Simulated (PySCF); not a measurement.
# The first ionisation energy along the 5p block

All values are computed (PySCF 2.14, energy differences of UHF-based or UKS calculations, no spin-orbit coupling). Values in eV. The last column holds reference values (NIST; (s) semi-empirical, (t) theoretical, else measured). Unmarked ones compare directly (S terms, centres of terms, or small fine structure); those marked * lie between the lowest fine-structure levels and include a spin-orbit shift.

```tsv
element	configurations	UHF	LDA	r2SCAN	MP2 (valence)	SCS-MP2 (valence and next inner shell)	CCSD(T) (valence)	reference
In (aug-cc-pwCVTZ-DK3, spin-free X2C)	[Kr] 4d10 5s2 5p1 → [Kr] 4d10 5s2	5.219	5.729	5.724	5.410	5.416	5.486	5.603
Sn (aug-cc-pwCVTZ-DK3, spin-free X2C)	[Kr] 4d10 5s2 5p2 → [Kr] 4d10 5s2 5p1	6.848	7.422	7.408	7.157	7.162	7.214	7.389
Sb (aug-cc-pwCVTZ-DK3, spin-free X2C)	[Kr] 4d10 5s2 5p3 → [Kr] 4d10 5s2 5p2	8.568	9.125	9.159	8.989	8.962	9.005	9.124
Te (aug-cc-pwCVTZ-DK3, spin-free X2C)	[Kr] 4d10 5s2 5p4 → [Kr] 4d10 5s2 5p3	7.735	9.017	8.749	8.377	8.498	8.537	8.749
I (aug-cc-pwCVTZ-DK3, spin-free X2C)	[Kr] 4d10 5s2 5p5 → [Kr] 4d10 5s2 5p4	9.543	10.807	10.538	10.301	10.397	10.360	10.519
Xe (aug-cc-pwCVTZ-DK3, spin-free X2C)	[Xe] → [Kr] 4d10 5s2 5p5	11.449	12.625	12.414	12.299	12.342	12.241	12.565
```

| method | elements | mean error (eV) | mean absolute error (eV) | largest error (eV) |
| --- | --- | --- | --- | --- |
| UHF | 6 | -0.765 | 0.765 | -1.116 |
| LDA | 6 | 0.129 | 0.129 | 0.288 |
| r2SCAN | 6 | 0.007 | 0.057 | -0.151 |
| MP2 (valence) | 6 | -0.236 | 0.236 | -0.371 |
| SCS-MP2 (valence and next inner shell) | 6 | -0.195 | 0.195 | -0.250 |
| CCSD(T) (valence) | 6 | -0.184 | 0.184 | -0.324 |

Errors include the incompleteness of the basis and the frozen core.

"Valence" correlates the outer s and p shells and, in groups 3 to 12 and the f block, the outer d or f shell, open or full, or the next shell where the ion has no valence electron left; the wider scheme adds the next inner shell.
